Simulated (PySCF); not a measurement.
Gas-phase reaction: 2 TiCl3NH2 + Cl2 ⇌ 2 TiCl4 + 2 NH + 2 H

Energies from PySCF, thermal terms from the rigid-rotor harmonic-oscillator model, ideal gas at 1 bar. † marks an energy on the PBE0/def2-TZVP geometry and frequencies; other levels use their own. MP2 and CCSD(T) freeze the core. 6-31G* has spherical d functions here. Open shells (unrestricted): NH (multiplicity 3), H (multiplicity 2); the rest are closed-shell singlets. B3LYP is the form with VWN-RPA correlation. TiCl3NH2: computed as isolated molecules; such fragments, hydroxides, amides, oligomers or adducts are transient or little studied in the gas. MP2 isn't extrapolated to the basis-set limit; its ΔH°(298 K) is 830.8 kJ in def2-SVP and 907.2 kJ in def2-TZVPP. CCSD(T) isn't extrapolated to the basis-set limit. The harmonic model lacks anharmonicity and excited electronic states, which grow with temperature; levels with a mode under 35 cm⁻¹ are left out. Soft modes under 120 cm⁻¹ make the harmonic entropy rough for TiCl3NH2, TiCl4. Warning, large T1 diagnostic: TiCl4, TiCl3NH2 (CCSD(T)/def2-SVP†).

```csv
level,"ΔE electronic, kJ","ΔH°(298 K), kJ","ΔS°(298 K), J/K","ΔG°(2000 K), kJ"
B3LYP/6-31G*,978,908,295,289
B3LYP/def2-TZVP†,985,917,294,301
CCSD(T)/def2-SVP†,898,829,294,213
HF/def2-TZVP†,559,490,294,-125
MP2/def2-SVP†,900,831,294,216
MP2/def2-TZVPP†,976,907,294,292
PBE/def2-SVP,1005,938,294,325
PBE/def2-TZVP†,1013,944,294,329
PBE0/def2-QZVP†,984,915,294,300
LDA/def2-TZVP†,1215,1146,294,531
ωB97X-V/def2-TZVP†,1012,943,294,328
```
ΔH° is lowest at HF/def2-TZVP† and highest at LDA/def2-TZVP†. No reference value is set beside these.
